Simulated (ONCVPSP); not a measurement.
Lu (Z = 71): one change to an ONCV potential, before and after

```
Element                 : lutetium
Generator               : ONCVPSP 4.0.1
Type                    : optimised norm-conserving Vanderbilt (ONCV)
Functional              : LDA (Perdew-Wang 92)
Relativity              : scalar-relativistic
Frozen core             : [Kr] 4d10
Valence charge          : 25
Reference configuration : 4f14 5s2 5p6 5d1 6s1.5 (charge +0.5)
Partial waves           : 5s+6s: rc 2.05 bohr, ncon 4, nbas 9, qcut 6.4 1/bohr, 2 projectors; 5p: rc 1.45 bohr, ncon 4, nbas 9, qcut 6.8 1/bohr, 2 projectors, debl 3.9 Ha; 5d: rc 3.00 bohr, ncon 4, nbas 9, qcut 5.2 1/bohr, 2 projectors, debl 1.6 Ha; 4f: rc 1.05 bohr, ncon 4, nbas 9, qcut 18.5 1/bohr, 2 projectors, debl 3.9 Ha
Local potential         : polynomial inside 0.85 bohr (lpopt 5, dvloc0 6 Ha)
Core correction         : polynomial model core, fcfact 0.25
```

All-electron outer shells of the reference configuration (LDA (PZ), scalar-relativistic, ld1.x):

```json
{"shell": "4d", "level (eV)": "-194.94", "outermost node (bohr)": "0.23", "outermost maximum (bohr)": "0.48"}
{"shell": "5s", "level (eV)": "-64.42", "outermost node (bohr)": "0.57", "outermost maximum (bohr)": "1.04"}
{"shell": "5p", "level (eV)": "-35.01", "outermost node (bohr)": "0.61", "outermost maximum (bohr)": "1.19"}
{"shell": "4f", "level (eV)": "-13.03", "outermost node (bohr)": "–", "outermost maximum (bohr)": "0.47"}
{"shell": "6s", "level (eV)": "-7.55", "outermost node (bohr)": "1.41", "outermost maximum (bohr)": "2.97"}
{"shell": "5d", "level (eV)": "-4.88", "outermost node (bohr)": "0.68", "outermost maximum (bohr)": "1.82"}
```

Change: all radii but the core radius scaled by about 0.90 (s 1.84, p 1.30, d 2.70, f 0.94 bohr); local potential polynomial inside 0.76 bohr (lpopt 5, dvloc0 6 Ha).

Cutoffs: the cutoffs (Ha) at which the residual kinetic energy of the hardest occupied pseudo-wave falls to 1 and 0.1 mHa per electron; they do not see the model core or the augmentation charge, which bear on the density cutoff. Errors are all-electron minus pseudo energies relative to the spin-unpolarised reference configuration.

Q: How do hardness, ghosts and transferability respond?

A: The potential gets harder (134 Ha and 147 Ha → 147 Ha and 160 Ha); both files keep a bound ghost (s); the errors of the 4 common tests hardly move. A smaller radius makes the pseudo-wave follow the all-electron one further in, where it bends more sharply, so more plane waves are needed.

| quantity | base | changed |
| --- | --- | --- |
| cutoff, loose | 134 Ha | 147 Ha |
| cutoff, tight | 147 Ha | 160 Ha |
| loose cutoff by channel | s 13 Ha, p 21 Ha, d 8.6 Ha, f 134 Ha | s 15 Ha, p 26 Ha, d 9.1 Ha, f 147 Ha |
| bound ghosts | s | s |
| GHOST(+) flags under 300 eV | d at 158.7 eV, p at 209.8 eV | d at 74.7 eV, p at 119.9 eV |
| error for 4f14 5s2 5p6 5d1 6s2, meV [ΔE -3.08 eV] | +0.6 | +0.6 |
| error for 4f14 5s2 5p6 5d1 6s1, meV [ΔE 4.50 eV] | -1.3 | -1.2 |
| error for 4f14 5s2 5p6 5d1 6s0, meV [ΔE 18.07 eV] | -6.4 | -5.6 |
| error for 4f13 5s2 5p6 5d2 6s1, meV [ΔE 15.93 eV] | -141 | -131 |
| rms error of d²Exc/dni dnj with the model core, mHa | 1.97 | 1.74 |

 A true bound ghost makes a file unfit for plane-wave use even where its test errors are small: the radial tests pick states by their node count and pass the ghost by.
